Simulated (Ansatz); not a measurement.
Reaction (atomization): H₂Te → 2 H• + Te•

Calculated with Ansatz (gas phase, PBE0-D4/def2-TZVP geometries, no zero-point term in ΔE). CCSD(T)/CBS is the MP2 limit (def2-TZVPP, def2-QZVPP) plus CCSD(T) − MP2 in def2-TZVPP, frozen cores. This one scheme is used for every species, atoms too. Functionals use def2-TZVPP. B3LYP here is the variant with VWN-RPA as its local correlation; programs differ in this. HSE06 is defined as in plane-wave codes. No spin–orbit coupling; open shells (•) take unrestricted orbitals. Spin–orbit coupling would lower the free atoms: strongly for Te. Elements past krypton have def2 core potentials. For Te outer-core shells are correlated without core-valence functions, so the limit isn't a true one: a few kJ/mol of doubt a bond, and 10 to 20 or more in all where bonds break to atoms.

H₂Te:

```xyz
3

Te   -0.762    0.096   -0.120
H     0.418   -0.841   -0.807
H     0.344    0.745    0.927
```

(1) What is ΔE at CCSD(T)/CBS? (Estimate.)

(2) What do these levels give: PBE0-D4, B3LYP-D4, HSE06-D4, CCSD(T)/def2-SVP, CCSD/def2-TZVPP, CCSD(T)/def2-TZVPP? (Estimate.)

Largest T1 diagnostic among the species: 0.010.

Results:

(1) Ansatz gave: +146.5 kcal/mol.

(2) Computed: PBE0-D4 140.0, B3LYP-D4 144.0, HSE06-D4 139.9, CCSD(T)/def2-SVP 130.7, CCSD/def2-TZVPP 138.7, CCSD(T)/def2-TZVPP 140.9 kcal/mol.

In def2-TZVPP, CCSD(T) changes the Hartree–Fock value by +47.9 kcal/mol (the triples alone add +2.2 kcal/mol) and MP2 by +42.4 kcal/mol; breaking electron pairs costs correlation energy, which Hartree–Fock lacks. From BLYP to BHLYP (50 % exact exchange), in def2-TZVPP and without D4, ΔE moves by −4.2 kcal/mol: exact exchange takes away binding that semilocal exchange gives to molecules.

For atomizations the MP2-based limit and the directly extrapolated one differ by several kJ/mol either way, and by 10 to 25 for some Ge, Se and Sn compounds, so smaller differences from it don't rank the levels.
